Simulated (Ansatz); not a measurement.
System: C₂H₄BO (charge 0, doublet). It need not be the lowest isomer of its formula. 
Geometry from a B3LYP-D3(BJ)/def2-TZVP (Ansatz, an electronic-structure program) optimisation:
```xyz
8

C      1.8803    -0.0492    -0.1337
C      0.5989    -0.4004    -0.2635
B     -0.5586     0.4528     0.2914
O     -1.8523     0.1036     0.1634
H      2.1598     0.8659     0.3762
H      2.6914    -0.6528    -0.5259
H      0.3638    -1.3300    -0.7842
H     -2.4785     0.7215     0.5534
```
Charge 0, spin multiplicity 2.

Atomisation energy built up term by term with Ansatz (kcal/mol; UHF references for open shells; valence terms freeze the core; atomic spin-orbit terms are left out). CBS marks a two-point X^-3 extrapolation of the correlation energy; Hartree-Fock from the larger set.

```tsv
term	basis	kcal/mol
Hartree-Fock	cc-pVQZ	584.06
CCSD correlation	CBS(cc-pVTZ,cc-pVQZ)	?
(T)	CBS(cc-pVTZ,cc-pVQZ)	?
core correlation	cc-pwCVTZ	3.69
scalar relativity (X2C)	cc-pVTZ-DK against cc-pVTZ	-0.66
sum: De		?
```

Complete the blanks.


- CCSD correlation, kcal/mol: 180.04
- (T), kcal/mol: 13.85
- sum: De, kcal/mol: 781.0
